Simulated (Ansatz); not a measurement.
`[N]#[Ti]` radical. Total charge 0; spin multiplicity 2. Geometry: relaxed with PBE0-D4/def2-TZVP.

```xyz
2

N    -0.706   -0.303   -0.069
Ti    0.706    0.303    0.069
```

(1) What is the dipole moment at r2SCAN/def2-TZVPP? (Estimate.)

(2) And with PBE, B3LYP, ωB97M-V? (Best estimate.)

(3) Give the Mulliken charges with r2SCAN, PBE, B3LYP in def2-TZVPP. (Best estimate.)

Answers

(1) The calculation gave: 3.98 D, with components (3.65, 1.57, 0.36) D in this frame, pointing from negative to positive charge.

(2) The calculation gave: PBE 3.56 D, B3LYP 3.42 D, ωB97M-V 3.28 D.

(3) Computed: 
```json
{"atom": "N1", "r2SCAN": "-0.47", "PBE": "-0.46", "B3LYP": "-0.49"}
{"atom": "Ti2", "r2SCAN": "0.47", "PBE": "0.46", "B3LYP": "0.49"}
```

B3LYP here is the variant with VWN-RPA as its local correlation; programs differ in this.
